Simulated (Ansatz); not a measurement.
Reaction (ligand exchange at the Sn–Cl bond): `C[S][SnH2][Cl]` + CH₃OH → `C[O][SnH2][S]C` + HCl

Computed with Ansatz on PBE0-D4/def2-TZVP structures; ΔE is electronic, products minus reactants. CCSD(T)/CBS is the MP2 limit (def2-TZVPP, def2-QZVPP) plus CCSD(T) − MP2 in def2-TZVPP, frozen cores. This one scheme is used for every species. Functionals use def2-TZVPP. B3LYP here is the variant with VWN-RPA as its local correlation; programs differ in this. Elements past krypton have def2 core potentials. For Sn outer-core shells are correlated without core-valence functions, which leaves a few kJ/mol of doubt a bond. One conformer a species, not always the lowest.

Q: Is it downhill or uphill in electronic energy at CCSD(T)/CBS, and by how much? (An estimate is asked.)

A: Computed: Uphill: ΔE = +0.79 eV.

Q: What do these levels give: PBE0-D4, B3LYP-D4, ωB97M-V, r2SCAN, MP2/def2-TZVPP, MP2/def2-QZVPP? (Estimate.)

A: The calculation gave: PBE0-D4 0.88, B3LYP-D4 0.82, ωB97M-V 0.84, r2SCAN 0.84, MP2/def2-TZVPP 0.78, MP2/def2-QZVPP 0.80 eV.

Largest T1 diagnostic among the species: 0.013.

From PBE to PBE0 (25 % exact exchange), in def2-TZVPP and without D4, ΔE moves by +0.06 eV. The D4 term adds −0.03 eV with B3LYP and −0.02 eV with PBE0; it sums over pairs of atoms, weighted by their polarisabilities, and B3LYP, whose exchange is more repulsive, gets the larger term.
